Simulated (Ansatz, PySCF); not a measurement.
System: CH3Cl2Si, charge 0, multiplicity 2. It need not be the lowest isomer of its formula. 
Structure (B3LYP-D3(BJ)/def2-TZVP (Ansatz, a quantum-chemistry and plane-wave program) minimum search):
SMILES: C[Si](Cl)Cl
```xyz
7

C     -1.8715    -0.7602    -0.3319
Si    -0.0314    -0.4258    -0.4281
Cl     0.2635     1.5712    -0.9004
Cl     0.8173    -0.8072     1.4245
H     -2.0498    -1.8023    -0.0659
H     -2.3131    -0.1161     0.4321
H     -2.3419    -0.5477    -1.2923
```
Charge 0, spin multiplicity 2.

Quantity: atomisation energy (electronic, to ground-state atoms), in eV. Valence correlation only, unless marked. UHF or UKS for open shells. Spin-orbit coupling is left out. No relativistic terms. The coupled-cluster limit lacks core correlation, which all-electron functionals hold. CBS(X,Y): correlation extrapolated as X^-3; Hartree-Fock from the larger set. [CCSD(T)-MP2]/basis is that difference in the basis named.

```tsv
level	program	atomisation energy (eV)	minus last row
HF/STO-3G	Ansatz	23.37	-1.22
HF/def2-TZVPD	PySCF	18.65	-5.94
TPSSh-D4/def2-TZVPD	PySCF + dftd4	24.87	0.28
r2SCANh/def2-TZVPD	Ansatz	24.73	0.14
HSE06-D4/def2-TZVPD	Ansatz + dftd4	24.79	0.20
MP2/STO-3G	Ansatz	25.25	0.66
MP2/aug-cc-pV(T+d)Z	Ansatz	24.53	-0.06
CCSD/cc-pV(D+d)Z	Ansatz	22.04	-2.55
CCSD(T)/cc-pVTZ	Ansatz	23.68	-0.91
RI-MP2/CBS(aug-cc-pV(T+d)Z,aug-cc-pV(Q+d)Z)+[CCSD(T)-MP2]/aug-cc-pV(T+d)Z	Ansatz	24.59	0.00
```
